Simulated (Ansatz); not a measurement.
`C#C[Si](F)(F)Cl` + HCl → `F[Si](F)(Cl)Cl` + `C#C` at 700 K and 1 bar (ligand exchange at the Si–C bond).

Program: Ansatz. Geometries: PBE0-D4/def2-TZVP. ΔE: electronic, gas phase. CBS: MP2 limit from def2 TZ/QZ plus the TZ coupled-cluster correction, frozen cores. This one scheme is used for every species.

```tsv
species	CCSD(T)/CBS energy (Eh)	H − E (kJ/mol)	S (J/(mol·K))
`C#C[Si](F)(F)Cl`	-1025.29095	141.5	449.2
HCl	-460.38127	38.4	211.8
`F[Si](F)(Cl)Cl`	-1408.46553	81.3	402.0
`C#C`	-77.22717	102.1	244.4
```

H − E and S are ideal-gas, rigid-rotor, harmonic terms from PBE0-D4/def2-TZVP. 1 Eh = 2625.50 kJ/mol, R = 8.31446 J/(mol·K).

Task: By hand: ΔE, ΔH, ΔS and ΔG.

Result: ΔE = (-1408.46553) + (-77.22717) − (-1025.29095) − (-460.38127) = -0.02048 Eh = -53.8 kJ/mol. Δ(H − E) = 81.3 + 102.1 − 141.5 − 38.4 = 3.5, so ΔH = -50.3 kJ/mol. ΔS = 402.0 + 244.4 − 449.2 − 211.8 = -14.6 J/(mol·K). ΔG = -50.3 − 700 × (-14.6)/1000 = -40.1 kJ/mol.

Task: By hand: the equilibrium constant, and the temperature at which ΔG would vanish if ΔH and ΔS stayed fixed.

Result: log₁₀ K = −ΔG/(RT ln 10) = 3.0. ΔG = 0 at ΔH/ΔS = 3445 K, far beyond where these terms or the molecules hold.

The number of gas molecules stays the same, so ΔS is small and ΔH decides. A doubt of 5 kJ/mol in ΔE shifts log₁₀ K by 0.4 here. These are equilibria of isolated gas molecules and say nothing of rates. Largest T1 diagnostic: 0.013 (customary marks: 0.02 for closed shells, 0.045 for open ones).
